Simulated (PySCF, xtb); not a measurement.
C2H5S, SMILES [CH2]SC, multiplicity 2.

Harmonic wavenumbers (cm⁻¹) from GFN2-xTB (xtb) at its own minimum, in rising order: 120, 257, 285, 493, 717, 876, 887, 930, 990, 1311, 1338, 1445, 1446, 3032, 3037, 3064, 3116, 3183.

Problem. What does PBE-D3(BJ)/def2-TZVP in PySCF give at its own minimum? (The exact figures need the calculation; the answer reports its results.)

Solution. 133, 181, 289, 347, 697, 845, 864, 925, 993, 1292, 1352, 1409, 1427, 2975, 3056, 3080, 3097, 3220. Paired by order, the mean absolute difference is 31 cm⁻¹ and the zero-point energies are 37.9 and 37.4 kcal/mol.
